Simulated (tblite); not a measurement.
Species: C4H11AlN2Se.
Numbering: `[NH2:1][CH2:2][CH2:3][CH2:4][Se:5][C:6]#[N+:7][AlH3-:8]` (hydrogens: H9, H10 on N1; H11, H12 on C2; H13, H14 on C3; H15, H16 on C4; H17, H18, H19 on Al8)
Bond orders are those of one Lewis drawing.

Computed with GFN2-xTB (tblite), gas phase: L-BFGS steps from a force-field or distance-geometry start until the largest atomic force falls under 0.01 eV/Å.

Geometry at step 153:
```
atom  x, y, z in Å
N1     -2.1521    0.7272    1.1650
C2     -2.2130    0.2970   -0.2245
C3     -0.9508   -0.4989   -0.5677
C4     -0.6539   -1.4685    0.5637
Se5     0.8505   -2.6989    0.1604
C6      2.0468   -1.3929   -0.0634
N7      2.8501   -0.5641   -0.1901
Al8     3.2936    1.3591    0.1325
H9     -1.4236    1.4260    1.2977
H10    -3.0317    1.1473    1.4364
H11    -3.0834   -0.3607   -0.3169
H12    -2.3219    1.1195   -0.9478
H13    -1.1169   -1.0425   -1.5019
H14    -0.1153    0.1953   -0.6950
H15    -0.3888   -0.9431    1.4833
H16    -1.5059   -2.1241    0.7643
H17     2.8339    2.0351   -1.2198
H18     2.2336    1.5903    1.2930
H19     4.8391    1.2062    0.4536
```

Problem. Give the atomic forces at this geometry.

Solution. 
```csv
atom,Fx (eV/Å),Fy (eV/Å),Fz (eV/Å)
N1,0.038,0.138,-0.057
C2,-0.037,-0.101,0.172
C3,0.055,-0.053,0.046
C4,-0.020,-0.025,0.071
Se5,0.052,0.135,-0.094
C6,0.358,0.209,-0.002
N7,-0.345,-0.178,0.054
Al8,0.024,-0.069,-0.086
H9,-0.050,-0.086,-0.075
H10,-0.039,0.067,0.037
H11,-0.022,0.040,-0.009
H12,-0.020,-0.003,0.006
H13,0.078,0.087,0.006
H14,0.043,-0.078,-0.015
H15,-0.053,-0.009,-0.078
H16,0.050,0.038,-0.045
H17,0.059,-0.106,0.034
H18,0.078,-0.062,0.041
H19,-0.248,0.056,-0.006
```

The largest, 0.41 eV/Å, acts on C6; the rms over all components is 0.103 eV/Å. The forces sum to zero within rounding, as they must for an isolated molecule in no field.

Problem. Give the force on C6 in Eh/bohr and in nN.

Solution. 0.415 eV/Å ÷ 51.422 = 0.00806 Eh/bohr, and 0.415 eV/Å × 1.602 = 0.66 nN.

Problem. How far is this geometry from the end of the optimisation?

Solution. 0.151 eV above it, and 0.575 Å rms away after alignment. The bonds farthest from their final lengths, with half the difference of the two atoms' forces along the bond (positive lengthens):

| bond | now (Å) | final (Å) | force along bond (eV/Å) |
| --- | --- | --- | --- |
| Al8–H19 | 1.586 | 1.555 | -0.13 |
| N7–Al8 | 2.000 | 1.977 | +0.08 |
| Se5–C6 | 1.785 | 1.779 | +0.12 |
| Al8–H18 | 1.589 | 1.583 | +0.03 |
| C3–C4 | 1.519 | 1.515 | -0.01 |
| C4–Se5 | 1.985 | 1.989 | -0.01 |

The angle farthest from its final value is C6–N7–Al8, 145.3° against 137.2°.

Of the 2 listed bonds off by 0.010 Å or more, this force points towards the final length in 1.

The cost below is that of the whole relaxation. Hardware: an Arm Neoverse N1 with one thread, shared host with 64 logical CPUs at a one-minute load of 59. Cost: 3.6 s of wall time.
